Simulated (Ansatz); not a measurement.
Z-matrix (Å, degrees):
```
C
Al 1 2.459
C 1 1.531 2 53.1
H 1 1.116 2 64.3 3 -156.6
H 1 1.099 2 142.6 3 -80.1
H 1 1.093 2 108.6 3 102.1
Si 2 2.321 1 73.5 3 50.2
H 2 1.585 1 111.2 3 -143.8
N 3 1.438 1 110.8 2 143.3
H 7 1.499 2 137.6 1 64.8
H 7 1.492 2 111.9 1 -132.5
H 9 1.011 3 110.9 1 -172.3
H 9 1.016 3 111.5 1 68.6
```

Charge 0, multiplicity 1.

Problem. List the r2SCAN/def2-TZVPP orbital energies in eV (the Gaussian-basis code of Ansatz). (Best estimate.)

Solution. The calculation gave: Occupied: -1790.34, -1517.05, -385.01, -273.65, -273.54, -140.82, -110.56, -95.68, -95.67, -95.66, -70.90, -70.70, -70.64, -23.16, -19.66, -15.50, -13.28, -12.39, -11.67, -10.92, -10.01, -9.39, -8.99, -8.16, -7.33, -5.29, -4.81. Lowest empty: -1.85, -0.99, -0.06, 0.99, 1.20, 1.23, 1.32, 2.19.
